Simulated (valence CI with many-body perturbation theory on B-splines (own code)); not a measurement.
## Pd VII: magnetic and hyperfine properties of the levels

Computed by valence CI with perturbative core correlation (CI+MBPT): four valence electrons over a frozen Dirac-Fock core [Kr], radial functions for each j: 9 s, 9 p, 10 d, 8 f, 5 g, 3 h, 1 i, with the one-electron correlation potential Σ1 (screened to all orders), the two-electron term Σ2, the three-electron term Σ3, Breit, model QED; selected single and double excitations, second order for the rest, scaled by the run's own slope (own B-spline code, finite nucleus).

No measured spectrum was set against this ion. As an estimate, terms of the open shell hold to 2 to 4 % of their energy, and close levels can change places; different configurations can be misplaced against each other by 1,000 to 8,000 cm⁻¹. Core correlation moves these levels by up to 19000 cm⁻¹, and in measured spectra 5 to 20 % of such shifts remained as error; rates that hang on mixing are uncertain with them. Among the levels kept, up to 290 cm⁻¹ of a level comes from second order outside the variational space, and about a tenth of that is noise between levels of different J, which matters for small intervals. Only levels of the ground parity were solved; by the run's estimate the other parity begins above the list, which can be wrong where configurations are misplaced.

A/g_I is the dipole constant over the nuclear g factor μ/I (μ in nuclear magnetons, uniformly magnetised nucleus), B/Q the quadrupole constant per barn. Both hold the static response of the core; the bare values leave it out. Large factors of s and p1/2 electrons are usually good to 5 to 10 %; those of open d and f shells near neutrality can be off by tens of per cent, and small factors of p3/2, d and f electrons come from cancelling terms and can be off by a factor of two or in sign, in half-filled shells by more. B is blank for J = 1/2, where it vanishes, and for nearly pure S terms. Energies count from the lowest level. Levels with J = 0 are left out.

Names give the largest LS component (configuration and term), which can be under half, so a name can repeat, a term be missing and a line seem to break the LS rules; names also repeat where a configuration has a term twice. Letters in brackets count levels of one name in rising energy.

```tsv
Level	E (eV)	g	A/g_I (MHz)	A/g_I bare	B/Q (MHz/b)	B/Q bare
4d⁴ ⁵D_1	0.120	1.500	-271	130	499	460
4d⁴ ⁵D_2	0.301	1.497	-127	283	330	301
4d⁴ ⁵D_3	0.511	1.494	21.3	442	-340	-321
4d⁴ ⁵D_4	0.735	1.491	160	588	-1480	-1380
4d⁴ ³H_4	2.555	0.869	1170	1050	768	705
4d⁴ ³H_5	2.823	1.053	874	918	917	845
4d⁴ ³H_6	3.012	1.154	767	905	800	733
4d⁴ ³P_1 [a]	3.013	1.467	134	532	-93.9	-90.0
4d⁴ ³G_3	3.023	0.903	1150	1060	85.4	77.1
4d⁴ ³F_2 [a]	3.147	0.691	1440	1160	35.3	36.0
4d⁴ ³F_4 [a]	3.244	1.122	726	827	-182	-169
4d⁴ ³P_2 [a]	3.615	1.441	188	568	83.0	67.0
4d⁴ ³F_3 [a]	3.618	0.941	974	912	-226	-198
4d⁴ ³G_4	3.619	1.091	829	908	-314	-285
4d⁴ ³G_5	3.812	1.180	635	787	-587	-541
4d⁴ ³D_3	4.219	1.317	441	718	261	236
4d⁴ ¹I_6	4.253	1.012	944	952	1450	1340
4d⁴ ³D_2	4.339	1.183	690	850	341	311
4d⁴ ³D_1	4.434	0.536	1740	1320	207	188
4d⁴ ¹G_4 [a]	4.729	1.028	825	840	-553	-511
4d⁴ ¹D_2 [a]	5.461	1.026	930	952	624	577
4d⁴ ¹F_3	5.890	1.015	914	923	1640	1530
4d⁴ ³P_2 [b]	6.770	1.464	147	548	352	330
4d⁴ ³F_4 [b]	6.927	1.236	480	677	1400	1290
4d⁴ ³F_2 [b]	6.987	0.695	1600	1340	1180	1100
4d⁴ ³F_3 [b]	7.079	1.078	874	942	1280	1180
4d⁴ ³P_1 [b]	7.226	1.497	-226	181	-336	-306
4d⁴ ¹G_4 [b]	7.858	1.012	981	992	711	660
4d⁴ ¹D_2 [b]	10.190	1.000	953	950	-1700	-1570
4d³5s ⁵F_1	27.233	0.012	-3100	-3120	-213	-196
4d³5s ⁵F_2	27.390	0.999	2040	1890	-187	-176
4d³5s ⁵F_3	27.626	1.247	2690	2590	-287	-272
4d³5s ⁵F_4	27.911	1.345	2740	2700	-469	-443
4d³5s ⁵F_5	28.218	1.391	2740	2730	-713	-672
4d³5s ³F_2 [a]	28.749	0.690	2390	2030	-575	-534
```

Take the isotope of mass number 105, with I = 5/2, μ = -0.642 μN and Q = 0.66 b. What is the hyperfine structure of 4d⁴ ³H_4?

From the table A = -301 MHz, B = 507 MHz. Shifts from the centre of gravity in MHz: F = 3/2: 4010, F = 5/2: 3110, F = 7/2: 1900, F = 9/2: 452, F = 11/2: -1170, F = 13/2: -2880.
